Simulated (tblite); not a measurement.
C₇H₁₃NOSi.
SMILES with atom numbers: `[CH:1]#[C:2][C@:3]([CH3:4])([CH2:5][C:6]([NH2:7])=[O:8])[SiH2:9][CH3:10]` (hydrogens: H11 on C1; H12, H13, H14 on C4; H15, H16 on C5; H17, H18 on N7; H19, H20 on Si9; H21, H22, H23 on C10)

Computed geometry: GFN2-xTB, gas phase.

Question: What internal coordinates does the optimisation give?

Answer: 
| bond | length (pm) |
| --- | --- |
| C1≡C2 | 119.8 |
| C2–C3 | 144.7 |
| C3–C4 | 152.9 |
| C3–C5 | 153.3 |
| C5–C6 | 150.4 |
| C6–N7 | 134.9 |
| C6=O8 | 121.6 |
| C3–Si9 | 193.8 |
| Si9–C10 | 189.6 |
| C1–H11 | 104.9 |
| C4–H12, C4–H13, C4–H14 | 108.9 |
| C5–H15 | 109.4 |
| C5–H16 | 109.4 |
| N7–H17 | 100.7 |
| N7–H18 | 100.4 |
| Si9–H19 | 145.8 |
| Si9–H20 | 148.4 |
| C10–H21, C10–H22, C10–H23 | 108.5 |

Bonds in one row agree within 1 pm and their mean is given. A selection of angles:
| angle | degrees |
| --- | --- |
| C1–C2–C3 | 178.7 |
| C2–C3–C4 | 108.9 |
| C2–C3–C5 | 107.9 |
| C2–C3–Si9 | 108.9 |
| C4–C3–C5 | 109.7 |
| C4–C3–Si9 | 109.2 |
| C5–C3–Si9 | 112.0 |
| C3–C5–C6 | 110.0 |
| C5–C6–N7 | 116.2 |
| C5–C6–O8 | 122.1 |
| N7–C6–O8 | 121.7 |
| C3–Si9–C10 | 111.5 |
| H17–N7–C6 | 119.1 |
| H18–N7–C6 | 122.1 |

Torsions: C2–C3–C5–C6 -168° (antiperiplanar); C3–C5–C6–N7 -149° (anticlinal); C2–C3–Si9–C10 76° (synclinal).

Si9 (SiH2 silicon) is distorted tetrahedral (angles from 101.6° to 116.8°). Of the pairs four or more bonds apart, O8···Si9 is among the closest relative to their van der Waals radii: 2.57 Å, 71 % of the sum of Bondi's values. The 5 C–C bonds span 1.198 Å (C1≡C2, drawn triple) to 1.533 Å (C3–C5, drawn single), a spread of 0.335 Å. The 2 C–Si bonds span 1.896 Å (Si9–C10, drawn single) to 1.938 Å (C3–Si9, drawn single), a spread of 0.042 Å. N7 (amide nitrogen) is planar (angles 122.1°, 119.1° and 118.8°, sum 360.0°, 0.01 Å off the plane of its three neighbours).

Point group: C1 (no symmetry element, even within 0.4 Å). Its GFN2-xTB frequencies are all real (lowest 47 cm⁻¹). The numbers are those of one conformer (C2–C3–C5–C6 -168°, C3–C5–C6–N7 -149°, C5–C6–N7–H -178° and 1°, C2–C3–Si9–C10 76°). 3 starts were optimised and ended at 0.00, 1.21 and 2.04 kcal/mol (GFN2-xTB); the lowest of these is shown.
